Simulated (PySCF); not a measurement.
Compound: C2H11GeNSi.
Z-matrix (Å and degrees, PBE0-D3(BJ)/def2-SVP geometry), rows numbered from 1:
```
C 
Ge  1  1.9542
C   2  1.9586  1  110.41
Si  3  1.8832  2  114.49  1    62.27
N   4  1.7355  3  115.81  2    53.23
H   1  1.0995  2  110.77  3   179.54
H   1  1.1000  2  110.14  3    59.54
H   1  1.0998  2  110.66  3   -60.02
H   2  1.5463  1  109.46  3   120.60
H   2  1.5451  1  109.81  3  -121.37
H   3  1.1032  2  108.21  1  -175.38
H   3  1.1042  2  108.30  1   -59.81
H   4  1.4962  3  108.99  2   173.70
H   4  1.4964  3  108.27  2   -66.95
H   5  1.0142  4  119.10  3    71.70
H   5  1.0143  4  119.36  3   -68.11
```

Computed with PySCF at PBE0/def2-SVPD, non-relativistic, on one gas-phase PBE0-D3(BJ)/def2-SVP geometry that isn't relaxed in the solvent. The solvent is an IEF-PCM continuum (cavity from Bondi-type radii × 1.2). Specific hydrogen bonds and non-electrostatic terms are outside this model. Spin–orbit coupling is left out although an atom past zinc is present.

Gas phase at PBE0/def2-SVPD: HOMO -7.28 eV, LUMO 0.13 eV, dipole 0.85 D.

What does the continuum do to the energy, the frontier levels and the dipole at PBE0/def2-SVPD in cyclohexane and dimethylsulfoxide?

```
          solvent      ε  E(solvent) − E(gas) (kcal/mol)  polarisation term (kcal/mol)  distortion of the solute (kcal/mol)  HOMO (eV)  LUMO (eV)  dipole (D)
      cyclohexane  2.017                           -1.42                         -1.49                                 0.07      -7.23       0.23        0.96
dimethylsulfoxide  46.83                           -3.81                         -4.35                                 0.54      -7.21       0.34        1.19
```

The first energy column is the sum of the next two and covers electrostatics alone. From cyclohexane to dimethylsulfoxide the lowering changes by a factor 2.69, Onsager's factor (ε − 1)/(2ε + 1) by 2.40 and ε itself by 23.2.

How does the static polarisability (PBE0/def2-SVPD, frozen core, with the continuum's full static response) change?

```tsv
medium	isotropic (au)	principal values (au)	⟨r²⟩ of the electrons (bohr²)
gas	91.8	84.5, 87.4, 103.6	1108.2
cyclohexane	103.7	95.9, 99.3, 115.9	1108.5
dimethylsulfoxide	127.0	120.2, 124.0, 136.9	1109.3
```

The isotropic value in dimethylsulfoxide is 1.38 times the gas-phase one; no cavity-field correction is applied. ⟨r²⟩ is taken about the centre of nuclear charge.
